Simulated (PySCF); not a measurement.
Cd(Me)(SMe) (C2H6CdS), SMILES C[S][Cd][CH3].

Geometry optimised at r2SCAN-D4/def2-SVP. A frequency run showed that this geometry is not a minimum. The def2 effective core potentials stand for the cores of Cd; spin–orbit coupling is left out. Other conformers were not sampled.

Two levels are set side by side: TDDFT-PBE/def2-SVPD (PySCF) and TDDFT-CAM-B3LYP/def2-SVPD (PySCF). Vertical, same geometry. The lowest singlet is HOMO→LUMO 98 % with PBE and HOMO→LUMO 95 % with the other functional; states are paired by order. Differences are taken from unrounded values.

```csv
quantity,TDDFT-CAM-B3LYP
lowest singlet excitation (eV),4.52
lowest triplet excitation (TDA) (eV),4.33
first bright state (f over 0.05) (eV),6.22
its oscillator strength,0.63
```

Problem. What does TDDFT-PBE give, and how far is it from TDDFT-CAM-B3LYP? (The exact figures need the calculation; the answer reports its results.)

Solution. 
| quantity | TDDFT-PBE | TDDFT-PBE minus TDDFT-CAM-B3LYP |
|---|---|---|
| lowest singlet excitation (eV) | 3.87 | -0.64 |
| lowest triplet excitation (TDA) (eV) | 3.71 | -0.62 |
| first bright state (f over 0.05) (eV) | 5.65 | -0.57 |
| its oscillator strength | 0.47 | -0.16 |

A lower first singlet is the usual sign of a functional without exact exchange. Differences between two approximate levels are no errors against the true value.

Rough cost on one machine, each run with all the roots and properties that it gave: TDDFT-CAM-B3LYP against TDDFT-PBE about 6 times.
